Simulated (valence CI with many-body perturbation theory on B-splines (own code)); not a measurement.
**E1 line list for Ca XIV**

Computed by relativistic CI+MBPT: five valence electrons over a frozen Dirac-Fock core [He], a basis of 11 s, 11 p, 10 d, 8 f, 5 g, 2 h functions for each j, with the one-electron correlation potential Σ1 (screened to all orders), the two-electron term Σ2, the three-electron term Σ3, Breit, model QED; selected single and double excitations, second order for the rest, scaled by the run's own slope (own B-spline code, finite nucleus).

No measured spectrum was set against this ion. As an estimate, levels of excited configurations hold to 0.05 to 0.15 % of their energy, terms of the ground configuration to about 0.5 %. Among the levels kept, up to 5500 cm⁻¹ of a level comes from second order outside the variational space, and about a tenth of that is noise between levels of different J, which matters for small intervals.

Lines 101 to 150 of 552 in falling wavelength, among levels below 4810.3 × 10³ cm⁻¹, chosen from the strongest by gf and those to the six lowest levels. Wavelengths and rates use the calculated energies, so an error of 400 cm⁻¹ moves a line at 579.8 Å by 0.23 % and its rate by three times that or more. Electric multipoles are in the length gauge, E1 and E2 with the static RPA response of the core. Weak lines are less certain than strong ones. Lines between different terms over intervals too small for the method are left out, as are lines whose strength nearly cancels. Where a level lies close to another of its J and parity, the split of strength between their lines is uncertain. The highest levels of a list are the least certain.

Names give the largest LS component (configuration and term), which can be under half, so a name can repeat, a term be missing and a line seem to break the LS rules; names also repeat where a configuration has a term twice. Letters in brackets count levels of one name in rising energy.

```
λ vac (Å)                 Upper                 Lower   A (s⁻¹)  S (a.u.)
    579.8    2s2p³3p ²S_1/2 [b]   2s2p³3s ²P°_3/2 [b]  1.77e+09  3.41e-01
    577.7   2s2p³3d ⁴F°_3/2 [b]    2s2p³3p ⁴D_1/2 [b]  1.39e+09  5.30e-01
    577.5       2s2p³3d ⁴S°_3/2    2s2p³3p ⁴P_3/2 [b]  6.58e+08  2.50e-01
    575.8   2s²2p²3d ²F_7/2 [b]  2s²2p²3p ²D°_5/2 [b]  1.34e+09  1.01e+00
    575.1   2s2p³3d ²P°_1/2 [b]    2s2p³3p ²S_1/2 [a]  9.79e+08  1.84e-01
    574.5       2s²2p²3d ⁴P_5/2      2s²2p²3p ⁴S°_3/2  5.71e+08  3.21e-01
    573.1       2s²2p²3d ⁴F_3/2      2s²2p²3p ⁴D°_1/2  6.26e+08  2.33e-01
    571.7       2s²2p²3d ⁴F_7/2      2s²2p²3p ⁴D°_5/2  1.76e+09  1.30e+00
    565.3    2s2p³3p ⁴P_3/2 [c]       2s2p³3s ⁴P°_5/2  7.23e+08  2.58e-01
    564.4   2s²2p²3d ²F_5/2 [a]  2s²2p²3p ²D°_3/2 [a]  1.58e+09  8.42e-01
    564.0   2s2p³3d ²F°_7/2 [a]    2s2p³3p ²D_5/2 [a]  1.44e+09  1.02e+00
    563.0   2s²2p²3d ²F_7/2 [a]  2s²2p²3p ²D°_5/2 [a]  1.64e+09  1.16e+00
    563.0       2s²2p²3d ²G_9/2      2s²2p²3p ²F°_7/2  2.03e+09  1.79e+00
    562.7       2s2p³3d ²G°_7/2    2s2p³3p ²F_5/2 [a]  2.09e+09  1.47e+00
    562.4       2s²2p²3d ⁴F_5/2      2s²2p²3p ⁴D°_3/2  1.72e+09  9.04e-01
    560.6    2s2p³3p ⁴P_5/2 [c]       2s2p³3s ⁴P°_5/2  1.60e+09  8.36e-01
    560.5      2s²2p²3p ⁴S°_3/2       2s²2p²3s ⁴P_5/2  1.48e+09  5.15e-01
    560.3   2s²2p²3d ²D_5/2 [c]  2s²2p²3p ²P°_3/2 [c]  1.96e+09  1.02e+00
    560.3       2s2p³3d ²G°_9/2    2s2p³3p ²F_7/2 [a]  2.19e+09  1.90e+00
    558.5   2s2p³3d ²F°_5/2 [a]    2s2p³3p ²D_5/2 [a]  4.77e+08  2.46e-01
    557.9  2s²2p²3p ²D°_3/2 [b]       2s²2p²3s ²D_3/2  9.85e+08  3.38e-01
    556.5       2s²2p²3d ⁴D_7/2      2s²2p²3p ⁴P°_5/2  1.41e+09  9.57e-01
    555.9       2s²2p²3d ²G_7/2      2s²2p²3p ²F°_5/2  2.04e+09  1.38e+00
    555.6    2s2p³3p ⁴P_1/2 [c]       2s2p³3s ⁴P°_3/2  2.10e+09  3.55e-01
    555.2       2s²2p²3d ⁴P_3/2      2s²2p²3p ⁴S°_3/2  1.01e+09  3.41e-01
    554.7       2s²2p²3d ⁴D_7/2      2s²2p²3p ⁴D°_7/2  5.80e+08  3.91e-01
    554.0   2s2p³3d ⁴P°_3/2 [b]        2s2p³3p ⁴S_3/2  8.46e+08  2.84e-01
    552.3  2s²2p²3p ²D°_3/2 [b]       2s²2p²3s ²D_5/2  8.12e+08  2.70e-01
    552.2   2s2p³3d ²F°_5/2 [a]    2s2p³3p ²D_3/2 [a]  1.09e+09  5.43e-01
    550.8       2s²2p²3d ⁴D_5/2      2s²2p²3p ⁴P°_3/2  1.36e+09  6.72e-01
    549.6    2s2p³3p ⁴P_5/2 [c]       2s2p³3s ⁴P°_3/2  7.72e+08  3.79e-01
    549.3    2s2p³3p ⁴P_3/2 [c]       2s2p³3s ⁴P°_1/2  9.61e+08  3.15e-01
    547.6   2s2p³3d ⁴P°_5/2 [b]        2s2p³3p ⁴S_3/2  1.12e+09  5.45e-01
    546.0       2s²2p²3d ⁴P_1/2      2s²2p²3p ⁴S°_3/2  1.30e+09  2.09e-01
    543.4   2s2p³3d ²F°_5/2 [b]    2s2p³3p ²D_3/2 [b]  2.12e+09  1.01e+00
    543.2  2s²2p²3p ²D°_5/2 [b]       2s²2p²3s ²D_5/2  1.78e+09  8.47e-01
    542.9   2s2p³3d ²F°_7/2 [b]    2s2p³3p ²D_5/2 [b]  2.23e+09  1.41e+00
    542.9   2s2p³3d ²P°_3/2 [b]    2s2p³3p ²S_1/2 [a]  1.28e+09  4.03e-01
    541.2   2s2p³3d ²D°_5/2 [b]    2s2p³3p ²D_5/2 [b]  6.31e+08  2.96e-01
    541.2   2s2p³3d ⁴D°_7/2 [b]        2s2p³3p ⁴F_7/2  4.80e+08  3.00e-01
    540.5    2s2p³3p ²S_1/2 [a]   2s2p³3s ²P°_3/2 [a]  1.50e+09  2.33e-01
    539.3   2s²2p²3d ²D_3/2 [c]  2s²2p²3p ²P°_1/2 [c]  1.85e+09  5.73e-01
    537.1       2s²2p²3d ⁴F_3/2      2s²2p²3p ²S°_1/2  9.87e+08  3.02e-01
    535.8       2s²2p²3d ⁴D_3/2      2s²2p²3p ⁴P°_1/2  9.56e+08  2.90e-01
    535.7   2s2p³3d ⁴D°_3/2 [a]    2s2p³3p ⁴P_1/2 [a]  9.98e+08  3.03e-01
    534.6   2s2p³3d ⁴D°_5/2 [b]        2s2p³3p ⁴F_5/2  3.80e+08  1.72e-01
    534.4   2s2p³3d ⁴D°_1/2 [a]    2s2p³3p ⁴P_1/2 [a]  2.01e+09  3.03e-01
    534.0   2s2p³3d ²D°_3/2 [b]    2s2p³3p ²P_1/2 [b]  1.21e+09  3.63e-01
    533.5       2s²2p²3d ⁴D_5/2      2s²2p²3p ⁴D°_5/2  4.13e+08  1.86e-01
    531.5   2s2p³3d ⁴D°_5/2 [a]    2s2p³3p ⁴P_3/2 [a]  1.81e+09  8.06e-01
```
